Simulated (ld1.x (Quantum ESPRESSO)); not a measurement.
What the settings do to the TM semilocal potential of Pr

Base potential:

```
Element                 : praseodymium (Pr)
Generator               : ld1.x (Quantum ESPRESSO) 7.5
Type                    : norm-conserving Troullier–Martins (semilocal form)
Functional              : PBEsol
Relativity              : scalar-relativistic
Frozen core             : [Kr] 4d10
Valence charge          : 13
Reference configuration : 4f2.5 5s2 5p6 5d0.5 6s2 6p0
Partial waves           : 5s (bound): rc 1.35 bohr; 5d (bound): rc 2.55 bohr; 4f (bound): rc 1.05 bohr; 5p (bound): rc 2.10 bohr
Local potential         : the p channel
Core correction         : none
```

Occupied shells without a wave of their own: 6s. They enter only through the test configuration that unscreens the potential.

All-electron outer shells of the reference configuration (PBEsol, scalar-relativistic, ld1.x):

```csv
shell,level (eV),outermost node (bohr),outermost maximum (bohr)
4p,-218.08,0.32,0.60
4d,-113.37,0.30,0.64
5s,-40.56,0.74,1.35
5p,-22.69,0.79,1.53
6s,-3.67,1.79,3.75
4f,-3.58,–,0.69
5d,-2.51,0.90,2.19
6p,-1.29,2.14,4.94
```

Cutoffs, loose and tight: the cutoffs (Ry, on a coarse ladder) from which the occupation-weighted sum of valence levels, in a spherical-Bessel basis at the reference potential, stays within 10 and 1 mRy of its value at 400 Ry. They do not see the model core or the augmentation charge, which bear on the density cutoff. Test errors are all-electron minus pseudo excitation energies from the reference, over the configurations 4f3 5s2 5p6 5d0 6s2 6p0; 4f3 5s2 5p6 5d0 6s1 6p0; 4f3 5s2 5p6 5d0 6s0 6p0; 4f3 5s2 5p6 5d1 6s1 6p0; 4f2 5s2 5p6 5d1 6s1 6p0; 4f3 5s2 5p6 5d1 6s0 6p0; 4f3 5s2 5p6 5d0 6s1.5 6p0. A dash means not determined; rows that change the core or the reference have their own tests.

Cutoffs are not given where the Bessel-basis levels miss the radial ones by over 6 mRy, ghosts where they miss by over 20 mRy; a channel whose overlap is not positive is not tested.

A semilocal file is local in each channel, so a ghost entry of none says nothing of the separable form that plane-wave codes build from it.

```csv
change,outcome,"cutoff, loose","cutoff, tight",bound ghosts,largest test error (meV)
base,generated,260 Ry,300 Ry,none,-190
wave 4f (bound): rc 1.05 bohr becomes 4f (bound): rc 0.68 bohr,generated,over 300 Ry,over 300 Ry,none,-206
wave 4f (bound): rc 1.05 bohr becomes 4f (bound): rc 1.00 bohr,generated,300 Ry,over 300 Ry,none,-192
wave 4f (bound): rc 1.05 bohr becomes 4f (bound): rc 1.22 bohr,generated,200 Ry,230 Ry,none,-180
wave 4f (bound): rc 1.05 bohr becomes 4f (bound): rc 1.42 bohr,generated,160 Ry,200 Ry,none,-165
wave 4f (bound): rc 1.05 bohr becomes 4f (bound): rc 1.58 bohr,generated,140 Ry,160 Ry,none,-151
```

(1) What comes out with this change to the base: wave 4f (bound): rc 1.05 bohr becomes 4f (bound): rc 0.86 bohr?

## Answers

(1) outcome: generated; bound ghosts: none; largest test error (meV): -198.

Reading the sweep of the f radius (base included, trends over the rows without a ghost): The loose cutoff falls from 300 Ry at 1 to 140 Ry at 1.58 bohr. A larger radius leaves more room for a smooth pseudo-wave, so fewer plane waves are needed; a smaller one forces it to follow the all-electron wave where it bends sharply. The median size of the test errors (rows with all tests solved) falls from 77.5 meV at 0.68 to 33.3 meV at 1.58 bohr, with one reversal. This runs against the usual rule that a larger radius transfers worse; these runs do not show why.
